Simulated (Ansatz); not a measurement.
Two members of one family (Series SiCl3X), computed with Ansatz in the gas phase; def2 core potentials for I, no spin–orbit coupling. The two geometries come from different levels. A negative affinity means that the extra electron isn't bound at that geometry and level; within about 0.2 eV of zero the sign isn't settled. Binding counts from free atoms in the multiplicity of their measured ground term, without zero-point energy. A dash marks a value that wasn't run or was left out as unsound. The structures are stationary points that may keep the symmetry of their start. Remarks come from the PBE and PBE0 runs and from stability tests at other levels; not every state was tested. A HOMO above zero means that the electron is unbound at that level and held by the basis, or that self-interaction error raises the level; the energy of removing that electron tells which.

First: SiICl3 (singlet, charge 0, PBE-D4/def2-SVP geometry).

```xyz
5

Si    0.054    0.014   -0.032
I    -1.997   -0.526    1.174
Cl    0.619   -1.576   -1.210
Cl    1.568    0.428    1.299
Cl   -0.245    1.660   -1.232
```

```tsv
level	HOMO (eV)	LUMO (eV)	gap (eV)	vertical EA (eV)	binding per atom (eV)
PBE-D4/def2-SVP	-6.99	-2.48	4.51	–	3.11
r2SCAN-D4/def2-TZVP	-7.42	-2.40	5.02	–	3.12
r2SCAN-D4/def2-TZVPD	-7.44	-2.47	4.97	0.39	3.12
PBE0-D4/def2-TZVPD	-8.31	-1.90	6.41	0.41	3.10
ωB97X-V/def2-TZVP	-10.56	0.33	10.89	–	3.09
```

Remarks: HOMO above zero (-1 doublet).

Second: SiHCl3 (singlet, charge 0, r2SCAN-D4/def2-SVP geometry).

| atom | x (Å) | y (Å) | z (Å) |
| --- | --- | --- | --- |
| Si1 | -0.0800 | -0.0628 | -0.0615 |
| H2 | -1.0700 | -0.8385 | -0.8302 |
| Cl3 | 0.7733 | -1.2565 | 1.3691 |
| Cl4 | -1.0031 | 1.5261 | 0.8444 |
| Cl5 | 1.3798 | 0.6317 | -1.3217 |

Q: What does the change do? Estimate second minus first.

A: 
```json
{"level": "PBE-D4/def2-SVP", "Δ HOMO (eV)": "-0.77", "Δ LUMO (eV)": "1.60", "Δ gap (eV)": "2.38", "Δ vertical EA (eV)": "–", "Δ binding per atom (eV)": "0.10"}
{"level": "r2SCAN-D4/def2-TZVP", "Δ HOMO (eV)": "-0.92", "Δ LUMO (eV)": "1.50", "Δ gap (eV)": "2.42", "Δ vertical EA (eV)": "–", "Δ binding per atom (eV)": "0.13"}
{"level": "r2SCAN-D4/def2-TZVPD", "Δ HOMO (eV)": "-0.94", "Δ LUMO (eV)": "1.40", "Δ gap (eV)": "2.33", "Δ vertical EA (eV)": "-1.08", "Δ binding per atom (eV)": "0.13"}
{"level": "PBE0-D4/def2-TZVPD", "Δ HOMO (eV)": "-1.12", "Δ LUMO (eV)": "1.34", "Δ gap (eV)": "2.46", "Δ vertical EA (eV)": "-1.06", "Δ binding per atom (eV)": "0.12"}
{"level": "ωB97X-V/def2-TZVP", "Δ HOMO (eV)": "-1.25", "Δ LUMO (eV)": "1.67", "Δ gap (eV)": "2.92", "Δ vertical EA (eV)": "–", "Δ binding per atom (eV)": "0.16"}
```

Remarks: HOMO above zero (-1 doublet).
